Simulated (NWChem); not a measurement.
The numbers come from NWChem runs, not from measurements. System: H2Ge, charge 0, spin multiplicity 1, at a geometry optimised with B3LYP/def2-SVP. The structure started from a generated list of species. Level: MP2/def2-SVP, 9 core orbitals frozen.

The NWChem input:

```
start mol
memory heap 200 mb stack 900 mb global 1100 mb
geometry units angstroms nocenter noautoz
  Ge     0.000000     0.000000     0.066351
  H     -1.142489     0.000000    -1.061618
  H      1.142489     0.000000    -1.061618
  symmetry group C2v
end
basis spherical
  * library def2-svp
end
scf
  rhf
  nopen 0
  maxiter 100
  thresh 1e-7
  semidirect memsize 60000000 filesize 0
end
mp2
  freeze core 9
end
task mp2 energy
```

Output (cleaned and shortened):

```
             Northwest Computational Chemistry Package (NWChem) 7.3.0
             --------------------------------------------------------

                                NWChem Input Module
                                -------------------

 Scaling coordinates for geometry "geometry" by  1.889725989
 (inverse scale =  0.529177249)

 Turning off AUTOSYM since
 SYMMETRY directive was detected!

                             Geometry "geometry" -> ""
                             -------------------------

 Output coordinates in angstroms (scale by  1.889725989 to convert to a.u.)

  No.       Tag          Charge          X              Y              Z
 ---- ---------------- ---------- -------------- -------------- --------------
    1 Ge                  32.0000     0.00000000     0.00000000     0.06635100
    2 H                    1.0000    -1.14248900     0.00000000    -1.06161800
    3 H                    1.0000     1.14248900     0.00000000    -1.06161800

 Effective nuclear repulsion energy (a.u.)      21.3263105001

            Nuclear Dipole moment (a.u.)
            ----------------------------
        X                 Y               Z
 ---------------- ---------------- ----------------
     0.0000000000     0.0000000000    -0.0000075589

      Symmetry information
      --------------------

 Group name             C2v
 Group number             16
 Group order               4
 No. of unique centers     2

      Symmetry unique atoms

     1    2


 Summary of "ao basis" -> "" (spherical)
 ------------------------------------------------------------------------------
       Tag                 Description            Shells   Functions and Types
 ---------------- ------------------------------  ------  ---------------------
 *                          def2-svp                  on all atoms

 Summary of "ao basis" -> "ao basis" (spherical)
 ------------------------------------------------------------------------------
       Tag                 Description            Shells   Functions and Types
 ---------------- ------------------------------  ------  ---------------------
[...]
     1   1 0 0      0.000000      0.000000      0.000000
     1   0 1 0      0.000000      0.000000      0.000000
     1   0 0 1      0.002032      0.000000     -0.000008

     2   2 0 0    -15.675498      0.000000      9.322486
     2   1 1 0     -0.000000      0.000000      0.000000
     2   1 0 1     -0.000000      0.000000      0.000000
     2   0 2 0    -12.016058      0.000000      0.000000
     2   0 1 1     -0.000000      0.000000      0.000000
     2   0 0 2    -17.217580      0.000000      8.552499

                   NWChem MP2 Semi-direct Energy/Gradient Module
                   ---------------------------------------------

  Basis functions       =     42
  Molecular orbitals    =     42
  Frozen core           =      9
  Frozen virtuals       =      0
  Active alpha occupied =      8
  Active beta occupied  =      8
  Active alpha virtual  =     25
  Active beta virtual   =     25
  Use MO symmetry       = T
  Use skeleton AO sym   = T

  AO/Fock/Back tols     =   1.0D-09  1.0D-09  1.0D-09

 GA uses MA = F    GA memory limited = T

 Available:
  local mem=  1.26D+08
 global mem=  1.44D+08
 local disk=  0.00D+00
  mp2_memr nvloc                    25
  nvloc new                    25
   1 passes of   8:        2097152                       8698                    617117.
   1 passes of   8: M    126153947           G      144175672           F     124056795.

 Semi-direct pass number   1 of   1  for RHF alpha+beta  at        0.5s
  vrange nnbf                   903
  mp2_eaftype                    10  avail_ma_in_mb                  1099
 EAF : mp2_eaftype filesize          10     308558.
  mp2_eaf for mointskh                     10
Node 0 wrote      1.4 Mb in      0.0 s     Agg I/O rate:  1475.6 Mb/s
 Done moints_semi at        1.4s
  mp2_eaftype                    10  avail_ma_in_mb                  1089
 EAF : mp2_eaftype filesize          10     308558.
  mp2_eaf for kh                    10
 Done maket at        1.5s
 Done multipass loop at        1.5s

          -------------------------------------------
          SCF energy               -2076.211337048772
          Correlation energy          -0.216686553310
          Singlet pairs               -0.129552704287
          Triplet pairs               -0.087133849024
          Total MP2 energy         -2076.428023602083
          -------------------------------------------

          ---------------------------------------------------
                    Spin Component Scaled (SCS) MP2
          Same spin pairs                     -0.058089232683
          Same spin scaling factor             0.333333333333
          Opposite spin pairs                 -0.158597320628
          Opposite spin scaling fact.          1.200000000000
          SCS-MP2 correlation energy          -0.209679862314
          Total SCS-MP2 energy             -2076.421016911087
          ---------------------------------------------------

 -----------------------
 Performance information
 -----------------------

 Timer overhead =  2.41D-07 seconds/call

               Nr. of calls         CPU time (s)                 Wall time (s)                GFlops
             ---------------    -------------------     ------------------------------   -------------------
Name         Min   Avg   Max    Min     Avg     Max     Min     Avg     Max   Mx/calls   Min     Max     Sum
mp2: moin     1     1     1   0.91    0.91    0.91     0.91    0.91    0.91    0.91      0.0     0.0     0.0
mp2: make     1     1     1   2.01E-2 2.01E-2 2.01E-2  2.01E-2 2.01E-2 2.01E-2 2.01E-2   0.0     0.0     0.0
mp2: tota     1     1     1   0.96    0.96    0.96     0.96    0.96    0.96    0.96      0.0     0.0     0.0

 The average no. of pstat calls per process was 3.00D+00
 with a timing overhead of 7.23D-07s

 Task  times  cpu:        1.4s     wall:        1.4s

 Total times  cpu:        1.5s     wall:        1.5s
```
